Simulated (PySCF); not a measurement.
Mapped SMILES: `[CH3:1][CH:2]([CH3:3])[O:4][C:5]([CH3:6])([CH3:7])[CH3:8]`. Hydrogens are named by the atom that carries them.

Geometry: PBE0-D3(BJ)/def2-SVP; GIAO absolute shieldings from PySCF, gas phase, non-relativistic, averaged over equivalent atoms.

At KT2/pcSseg-1 (216 basis functions, 58 s wall time on 1 thread of an x86-64 server CPU, shared host):
```csv
atoms,σ (ppm)
C5,109.5
C2,117.4
C6/C7/C8,154.8
C1/C3,157.0
O4,212.6
H(C2),27.51
H(C6)/H(C7)/H(C8),30.04
H(C1)/H(C3),30.11
```

What do these become at CAM-B3LYP/pcSseg-1?

## Answers


| atoms | σ at CAM-B3LYP/pcSseg-1 | change |
| --- | --- | --- |
| C5 | 110.7 | +1.2 |
| C2 | 118.4 | +1.0 |
| C6/C7/C8 | 153.0 | -1.8 |
| C1/C3 | 155.9 | -1.1 |
| O4 | 235.3 | +22.7 |
| H(C2) | 27.98 | +0.47 |
| H(C6)/H(C7)/H(C8) | 30.22 | +0.18 |
| H(C1)/H(C3) | 30.26 | +0.15 |

The largest change is at O4 (ether oxygen). Cost: 216 basis functions, 56 s wall time on 1 thread of an x86-64 server CPU, shared host. The order of the carbon signals is the same at both levels.
